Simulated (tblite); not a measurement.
Compound: C6H8NSi (doublet state).
Structure used (GFN2-xTB), in Å, numbered top down from 1:
```xyz
16
C6H8NSi angstrom
C      3.1164   -0.7509   -0.4087
C      2.5296    0.2758    0.1945
C      1.0935    0.4153    0.2604
N      0.4879    1.3983    0.8372
C     -0.9395    1.2051    0.7054
C     -1.1247   -0.0802   -0.0627
Si    -2.7723   -0.8308   -0.5313
C      0.1227   -0.5017   -0.2976
H      4.1871   -0.8522   -0.4566
H      2.5303   -1.5261   -0.8763
H      3.0963    1.0640    0.6694
H     -1.3872    1.1598    1.7010
H     -1.3697    2.0638    0.1847
H     -2.8867   -2.1611    0.0686
H     -2.8678   -0.9189   -1.9894
H     -3.8235    0.0485   -0.0102
```

All values are computed: GFN2-xTB (tblite) harmonic vibrations without scaling, gas phase. Against measured fundamentals such values can be off by several per cent, at times by over 20. Modes of hydrogen on silicon can be 10 to 20 % off. One conformer, not necessarily the lowest. Open shells enter through the occupations alone, without spin polarisation, and single modes of such species can be off by tens of per cent. The optimisation stopped once no atom felt more than 0.01 eV/Å.

Lowest wavenumbers of the output (negative numbers stand for imaginary wavenumbers):
```
mode    cm-1
  1     -52.3
  2      98.5
  3     117.0
  4     125.0
  5     218.7
  6     243.0
  7     352.4
  8     421.3
```

Q: Is this structure a minimum?

A: Not by this Hessian. 1 mode is imaginary beyond 20i (52i cm⁻¹), so at this level the point lies at or near a first-order saddle. The curvature is small, so loose convergence or finite differences may be the whole cause.

Q: Which atoms move in the imaginary mode?

A: 52i: H14 (hydrogen on silicon) 32 %, H15 (hydrogen on silicon) 32 %, H16 (hydrogen on silicon) 31 %. These are shares of the mass-weighted motion.

Q: What is the remedy?

A: Step along that mode in both directions, optimise again with tighter thresholds and repeat the frequencies. The zero-point energy of this point (70.6 kcal/mol) counts the 41 real modes alone, and thermal corrections from it aren't those of a minimum.

On INTEL XEON PLATINUM 8581C at 2.30 GHz, one thread, on a shared host, this took 0.53 s. This covers the Hessian and the dipole derivatives.
